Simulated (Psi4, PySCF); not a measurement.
The PySCF input:
```python
from pyscf import gto, scf

mol = gto.Mole()
mol.atom = '''
    W     0.00000000   -0.00000000   -0.00000000
    O     1.22151270    0.75059407   -1.05310996
    O     0.81207991   -0.92511978    1.28421374
    O    -1.02182507   -1.09275821   -0.96243355
    O    -1.01176754    1.26728392    0.73132977
'''
mol.basis = 'def2-svp'
mol.ecp = {'W': 'def2-svp'}
mol.charge = -2
mol.verbose = 4
mol.build()

mf = scf.RHF(mol)
mf.kernel()
```

Give the equivalent Psi4 input.

This is not unique; one that fits is 
```
memory 2 GB

molecule mol {
-2 1
  W     0.000000   -0.000000   -0.000000
  O     1.221513    0.750594   -1.053110
  O     0.812080   -0.925120    1.284214
  O    -1.021825   -1.092758   -0.962434
  O    -1.011768    1.267284    0.731330
}

set basis def2-svp
set reference rhf
set scf_type pk
set puream true
set d_convergence 1e-8

energy('scf')
print_variables()
```

Both were run: PySCF gave -365.620165 Eh and Psi4 -365.620164 Eh, 0.001 mEh apart.
